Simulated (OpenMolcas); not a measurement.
An OpenMolcas run meant for Ge+ (ANO-RCC-VQZP, DKH2; inactive shells 1s 2s 2p 3s 3p 3d; intended active space 3 electrons in 8 orbitals (4s 4p 5s 5p)). One step of its input:

```
&CASPT2
Multistate=3 1 2 3
Frozen=23 26
IPEA=0.25
Imaginary=0.1
MaxIter=60
WThr=0.0 0.3 0.05
PrWF=0.5
NoMix
```

Lines from the output:

```
|       MOLCAS_SOURCE = <dir>
  |    MOLCAS_STRUCTURE = 0
  |
   -----------------------------------------------------------------------------------------
++ ---------   Input file   ---------
>>> COPY JOB002 $Project.JobIph
&CASPT2
Multistate=3 1 2 3
Frozen=23 26
IPEA=0.25
Imaginary=0.1
MaxIter=60
WThr=0.0 0.3 0.05
PrWF=0.5
NoMix
-- ----------------------------------
>>> COPY JOB002 a.JobIph
*** symbolic link created: INPORB -> a.RasOrb
--- Start Module: caspt2 at  ---
()()()()()()()()()()()()()()()()()()()()()()()()()()()()()()()()()()()()()()()()()()()()()()()()()()
                                              &CASPT2
                                   only a single process is used
                       available to each process: 2.3 GB of memory, 1 thread
()()()()()()()()()()()()()()()()()()()()()()()()()()()()()()()()()()()()()()()()()()()()()()()()()()
 ###    WARNING: User changed nr of frozen orbitals.                         ###
 ###    ERROR: Too many frozen orbitals!                                     ###
--- Stop Module: caspt2 at  /rc=_RC_INPUT_ERROR_ ---
.####################.
.# User input error #.
.####################.
```

Task: What is wrong with the input?

Result: More orbitals are frozen than there are inactive ones.
